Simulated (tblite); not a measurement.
Compound: C₅H₈B (doublet state).
SMILES with atom numbers: `[BH:1]1[CH:2][CH2:3][CH2:4][CH:5]=[CH:6]1` (hydrogens: H7 on B1; H8 on C2; H9, H10 on C3; H11, H12 on C4; H13 on C5; H14 on C6)
Bond orders are those of one Lewis drawing.

Computed with GFN2-xTB (tblite), gas phase: L-BFGS steps from a force-field or distance-geometry start until the largest atomic force falls under 0.01 eV/Å.

Step 0: E = -432.5616 eV
```
atom  x, y, z in Å  |  force x, y, z in eV/Å
B1      0.2254    1.6192   -0.2733   -1.218   0.072   1.355
C2     -1.2344    0.9552   -0.2416    2.927  -0.763  -2.330
C3     -1.1100   -0.5714   -0.4159   -1.170   0.929   0.671
C4     -0.1242   -1.1791    0.5688    0.441  -0.723   0.202
C5      1.2522   -0.5670    0.4735   -0.140   0.658   0.014
C6      1.4312    0.7244    0.1379   -0.437  -0.043  -0.321
H7      0.3434    2.7925   -0.4044   -0.039  -0.344  -0.161
H8     -1.8662    1.3933   -1.0198   -0.516  -0.108   0.734
H9     -2.1159   -1.0247   -0.2620    0.479   0.064  -0.167
H10    -0.8015   -0.7983   -1.4550   -0.138   0.184   0.348
H11    -0.5021   -1.0425    1.6113    0.253  -0.060  -0.604
H12    -0.0504   -2.2818    0.3912   -0.061   0.693   0.159
H13     2.1121   -1.1672    0.7383   -0.139  -0.253   0.159
H14     2.4399    1.1469    0.1289   -0.242  -0.308  -0.059
```

Step 1: E = -432.8407 eV
```
atom  x, y, z in Å  |  force x, y, z in eV/Å
B1      0.2080    1.6202   -0.2539   -0.431   0.189   1.029
C2     -1.1926    0.9443   -0.2748    1.730  -0.375  -1.994
C3     -1.1267   -0.5581   -0.4063   -0.013   0.194   0.351
C4     -0.1179   -1.1894    0.5717    0.069   0.122  -0.075
C5      1.2502   -0.5576    0.4737   -0.051  -0.064   0.149
C6      1.4250    0.7238    0.1333   -0.316   0.359  -0.269
H7      0.3428    2.7876   -0.4067   -0.094  -0.281  -0.081
H8     -1.8736    1.3917   -1.0093   -0.350  -0.129   0.743
H9     -2.1091   -1.0237   -0.2644    0.028   0.031  -0.046
H10    -0.8034   -0.7957   -1.4501   -0.226   0.167   0.493
H11    -0.4985   -1.0433    1.6027    0.209  -0.081  -0.345
H12    -0.0512   -2.2719    0.3934   -0.006   0.219   0.047
H13     2.1101   -1.1708    0.7405   -0.263  -0.078   0.084
H14     2.4364    1.1425    0.1280   -0.287  -0.271  -0.086
```

Problem. Estimate the geometry and energy of step 2. (The exact step hangs on the optimiser's Hessian estimate; all steps are aligned on step 1, rigid shifts and turns removed.)

Solution. E = -433.0922 eV, largest force 1.236 eV/Å
```
atom  x, y, z in Å  |  force x, y, z in eV/Å
B1      0.1845    1.6272   -0.2093    1.032   0.576   0.363
C2     -1.1128    0.9260   -0.3592   -0.552  -0.045  -1.086
C3     -1.1358   -0.5447   -0.3895    0.752  -0.629  -0.188
C4     -0.1123   -1.1906    0.5706   -0.093   0.501  -0.218
C5      1.2474   -0.5549    0.4788   -0.039   0.422  -0.136
C6      1.4111    0.7356    0.1219   -0.163  -0.436   0.292
H7      0.3394    2.7756   -0.4106   -0.149  -0.006   0.073
H8     -1.8892    1.3866   -0.9788   -0.127  -0.117   0.501
H9     -2.1046   -1.0222   -0.2672   -0.261   0.144   0.120
H10    -0.8121   -0.7887   -1.4309   -0.168  -0.074   0.309
H11    -0.4896   -1.0465    1.5866    0.053  -0.033   0.137
H12    -0.0519   -2.2595    0.3962    0.028  -0.206  -0.080
H13     2.1002   -1.1753    0.7445   -0.170  -0.015   0.045
H14     2.4250    1.1311    0.1247   -0.144  -0.082  -0.131
```

The energy changes by -0.2514 eV. The first-order estimate −F·Δx gives -0.4581 eV and the mean of the old and new forces, exact on a quadratic surface, -0.2509 eV. The step makes an angle of 7° with the force vector and moves no atom by more than 0.118 Å.

What follows is the cost of the whole relaxation. On an Arm Neoverse V2 with one thread, no GPU (shared host), this took 0.16 s wall.
